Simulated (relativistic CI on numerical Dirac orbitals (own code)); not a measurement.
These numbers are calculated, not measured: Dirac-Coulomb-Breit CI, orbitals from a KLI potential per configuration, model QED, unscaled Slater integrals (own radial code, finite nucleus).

CI space: 1s2, 1s 2s, 1s 2p, 1s 3s, 1s 3p, 1s 3d, 1s 4s, 1s 4p, 1s 4d, 1s 4f, 1s 5s, 1s 5p, 1s 5d, 1s 5f, 1s 5g, 1s 6s, 1s 6p, 1s 6d. Levels of other configurations are missing.

At this charge energies of transitions that change n are usually good to better than 1 %, and those within a shell (Δn = 0) to a few per cent.

Outline of the computed level scheme of Cd XLVII. Lowest level of each configuration: 1s2 1S_0 at 0.0 eV; 1s 2s 3S_1 at 23552.4 eV; 1s 2p 3P°_1 at 23619.4 eV; 1s 3s 3S_1 at 27980.6 eV; 1s 3p 3P°_1 at 27998.9 eV; 1s 3d 3D_2 at 28075.4 eV; 1s 4s 3S_1 at 29512.8 eV; 1s 4p 3P°_1 at 29520.3 eV; 1s 4d 3D_2 at 29552.5 eV.

Some strong electric-dipole decays among the lowest 27 levels: 1s 2p 1P°_1 → 1s2 1S_0 (4.4e+15 s⁻¹); 1s 2p 3P°_1 → 1s2 1S_0 (1.8e+15 s⁻¹); 1s 3p 1P°_1 → 1s2 1S_0 (1.2e+15 s⁻¹); 1s 4p 1P°_1 → 1s2 1S_0 (5.0e+14 s⁻¹); 1s 3p 3P°_1 → 1s2 1S_0 (4.7e+14 s⁻¹); 1s 3d 3D_3 → 1s 2p 3P°_2 (3.2e+14 s⁻¹); 1s 3d 1D_2 → 1s 2p 1P°_1 (2.8e+14 s⁻¹); 1s 3d 3D_2 → 1s 2p 3P°_1 (2.7e+14 s⁻¹).

LS names give the leading component of a level, which can be under half, so a name can repeat, a term be missing and a line seem to break the LS rules.
